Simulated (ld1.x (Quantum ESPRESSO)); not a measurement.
**Before and after: TM potential for Rb (Z = 37)**

rubidium, norm-conserving Troullier–Martins (Kleinman–Bylander form), made with ld1.x (Quantum ESPRESSO) 7.5 (PBE, scalar-relativistic). Core [Ar] 3d10, reference 4s2 4p6 4d1 5s0 5p0. Waves: 4s (bound): rc 1.80 bohr; 4p (bound): rc 1.65 bohr; 4d (bound): rc 4.20 bohr. Local part: all-electron potential smoothed inside 2.05 bohr (lloc = -1). Core correction: Bessel-smoothed model core inside 0.95 bohr.

All-electron outer shells of the reference configuration (PBE, scalar-relativistic, ld1.x):

| shell | level (eV) | outermost node (bohr) | outermost maximum (bohr) |
| --- | --- | --- | --- |
| 3p | -226.15 | 0.19 | 0.44 |
| 3d | -105.23 | – | 0.39 |
| 4s | -33.11 | 0.62 | 1.25 |
| 4p | -17.18 | 0.64 | 1.42 |
| 5s | -2.86 | 1.78 | 4.11 |
| 5p | -1.33 | 2.19 | 6.53 |
| 4d | -0.63 | 0.70 | 6.95 |

Change: wave 4s (bound): rc 1.80 bohr becomes 4s (bound): rc 1.62 bohr.

Cutoffs: the cutoffs (Ry, on a coarse ladder) from which the occupation-weighted sum of valence levels, in a spherical-Bessel basis at the reference potential, stays within 10 and 1 mRy of its value at 400 Ry; they do not see the model core or the augmentation charge, which bear on the density cutoff. Errors are all-electron minus pseudo energies relative to the spin-unpolarised reference configuration.

Q: How do hardness, ghosts and transferability respond?

A: The potential gets harder (40 Ry and 70 Ry → 50 Ry and 80 Ry); both files keep a bound ghost (d); of the 7 tests that both files solve, the error grows in 5 and shrinks in 0 by more than 15 % and 0.3 meV (median size 2.2 → 7.3 meV); the range in which the s phases agree narrows (upper end 4.5 → 1.4). A smaller radius makes the pseudo-wave follow the all-electron one further in, where it bends more sharply, so more plane waves are needed. That the errors move this way runs against the usual rule that smaller radii transfer better.

```csv
quantity,base,changed
"cutoff, loose",40 Ry,50 Ry
"cutoff, tight",70 Ry,80 Ry
loose cutoff by channel (10 mRy a level),"s 21 Ry, p 25 Ry, d 6 Ry","s 35 Ry, p 25 Ry, d 6 Ry"
bound ghosts,d,d
"error for 4s2 4p6 4d0 5s1 5p0, meV [ΔE -2.24 eV]",-3.4,-12
"error for 4s2 4p6 4d0 5s0 5p0, meV [ΔE 1.91 eV]",+2.2,+2.2
"error for 4s2 4p6 4d0 5s0.5 5p0, meV [ΔE -0.66 eV]",-1.4,-7.3
"error for 4s2 4p6 4d0 5s0 5p1, meV [ΔE -0.72 eV]",+0.5,+0.4
"error for 4s2 4p5 4d0 5s1 5p0, meV [ΔE 18.90 eV]",+13,-16
"error for 4s1 4p6 4d0 5s1 5p0, meV [ΔE 35.49 eV]",-15,-31
"error for 4s2 4p6 4d0.5 5s0.5 5p0, meV [ΔE -1.12 eV]",-1.6,-6.4
s: phases at 4.57 bohr within 0.05 rad from the reference energy up to (Ry; the scan ends near 5),4.5,1.4
p: phases at 4.57 bohr within 0.05 rad from the reference energy up to (Ry; the scan ends near 5),2.1,2.1
d: phases at 4.57 bohr within 0.05 rad from the reference energy up to (Ry; the scan ends near 5),n/a,0.7
```

 A true bound ghost makes a file unfit for plane-wave use even where its test errors are small: the radial tests pick states by their node count and pass the ghost by.
